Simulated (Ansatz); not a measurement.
Species: CH7B2N, SMILES `BBCN` (charge 0, multiplicity 1).

Problem. Give a relaxed geometry from B3LYP-D3(BJ)/def2-TZVP (Ansatz, an electronic-structure program).

Solution. One answer among several that fit: the end point of this relaxation, one of several conformers (outside a Z-matrix the atoms follow the SMILES, hydrogens last).
Z-matrix (Å, degrees):
```
B
H 1 1.2046
C 1 1.5733 2 116.69
H 3 1.0946 1 112.25 2 -145.15
H 3 1.1039 4 102.87 1 111.08
N 3 1.4753 4 107.90 5 114.04
H 6 1.0138 3 109.76 4 61.10
H 6 1.0145 7 105.89 3 -118.56
B 1 1.6381 2 116.91 3 177.80
H 9 1.1964 1 123.09 2 -90.39
H 9 1.1973 10 115.56 1 -178.33
```
